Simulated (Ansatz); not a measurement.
`FC([SiH3])O[SiH3]`. Total charge 0; spin multiplicity 1. The geometry is a stationary point of PBE0-D4/def2-TZVP. It is one conformer, not always the lowest.

```xyz
12

F    -0.250    0.296    1.684
C    -0.293   -0.340    0.444
Si    0.708   -1.967    0.544
O     0.266    0.482   -0.514
Si   -0.349    1.972   -0.921
H    -1.362   -0.502    0.240
H     0.606   -2.658   -0.766
H     0.127   -2.823    1.609
H     2.119   -1.633    0.851
H     0.076    3.018    0.040
H     0.186    2.269   -2.268
H    -1.835    1.888   -0.942
```

(1) What is the dipole moment at B3LYP/def2-TZVPP? (Estimate.)

(2) And with PBE, r2SCAN, ωB97M-V? (Estimate.)

(3) Give the Mulliken charges with B3LYP, PBE, ωB97M-V in def2-TZVPP. (Estimate.)

Answers

(1) Computed: 1.23 D, with components (-0.68, -0.40, -0.95) D in this frame, pointing from negative to positive charge.

(2) The calculation gave: PBE 1.13 D, r2SCAN 1.18 D, ωB97M-V 1.22 D.

(3) Computed: 
| atom | B3LYP | PBE | ωB97M-V |
| --- | --- | --- | --- |
| F1 | -0.25 | -0.20 | -0.23 |
| C2 | 0.20 | 0.16 | 0.13 |
| Si3 | 0.28 | 0.21 | 0.18 |
| O4 | -0.37 | -0.29 | -0.36 |
| Si5 | 0.42 | 0.34 | 0.31 |
| H6 | 0.08 | 0.07 | 0.10 |
| H7 | -0.06 | -0.05 | -0.02 |
| H8 | -0.06 | -0.05 | -0.02 |
| H9 | -0.05 | -0.04 | -0.01 |
| H10 | -0.06 | -0.05 | -0.02 |
| H11 | -0.06 | -0.05 | -0.02 |
| H12 | -0.07 | -0.06 | -0.03 |

B3LYP here is the variant with VWN-RPA as its local correlation; programs differ in this.
